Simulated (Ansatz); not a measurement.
`CN1C[SiH2]1`, relaxed with RKS PBE-D4/def2-SVP in the Gaussian-basis code of Ansatz from a rough embedded geometry. The force threshold is 0.03 eV/Å; the program also tests the step.

The species carries charge 0 and has multiplicity 1.

Start:

```xyz
11

C    -0.104   -1.172   -0.691
N     0.586   -0.161    0.029
C    -0.053    0.215    1.257
Si    0.218    1.520   -0.160
H     0.097   -2.189   -0.182
H     0.289   -1.344   -1.699
H    -1.203   -1.084   -0.768
H    -1.151    0.030    1.360
H     0.501    0.350    2.151
H    -0.738    1.649   -1.191
H     1.559    2.185   -0.107
```

(1) By how much does the energy fall, and how many steps does the optimiser take? (Best estimate.)

(2) Which bonds change most? (Best estimate.)

(3) Give the relaxed structure. (Estimate.)

Answers

(1) The calculation gave: 60.45 kJ/mol, in 8 steps.

(2) The calculation gave: Si4–H10 from 1.412 to 1.502 Å; C3–Si4 from 1.945 to 1.869 Å; C3–H9 from 1.061 to 1.109 Å; C1–H5 from 1.155 to 1.113 Å.

(3) Computed: 
```xyz
11

C    -0.073   -1.364   -0.691
N     0.484   -0.215   -0.017
C    -0.122    0.336    1.209
Si    0.333    1.517   -0.166
H     0.151   -2.296   -0.125
H     0.381   -1.468   -1.697
H    -1.185   -1.315   -0.821
H    -1.213    0.155    1.354
H     0.458    0.216    2.147
H    -0.809    2.121   -0.932
H     1.596    2.314   -0.260
```
